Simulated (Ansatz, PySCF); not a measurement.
Dimer: NH3 (SMILES N) (first 4 atoms) with C3H6 (SMILES C=CC); geometry from B3LYP-D3(BJ)/def2-TZVP, rigid monomers moved along the line of their centres of mass till H4···C6 is 3.01 Å.
(charge 0, multiplicity 1):
```xyz
13

N     -0.211    -0.209     0.537
H     -0.712    -0.855    -0.062
H      0.738    -0.148     0.187
H     -0.165    -0.623     1.462
C      0.136    -0.957     4.628
C     -0.508     0.171     4.350
C      0.136     1.485     4.050
H      1.220    -0.994     4.670
H     -0.393    -1.879     4.831
H     -1.595     0.157     4.320
H     -0.212     2.257     4.742
H      1.223     1.423     4.125
H     -0.124     1.814     3.041
```

Counterpoise-corrected where a basis set is named; no monomer relaxation. Rows marked so take none.

Correlated levels freeze the cores. Rows in 3-21G carry no dispersion term and start afresh at each structure.

Codes used: Ansatz (Gaussian basis) for Hartree–Fock, density functionals and correlated methods; PySCF for 3-21G rows. 

Task: Give the interaction energy at the level HF/3-21G (no counterpoise).

Result: -2.0 kcal/mol

Ansatz is a first-principles code.
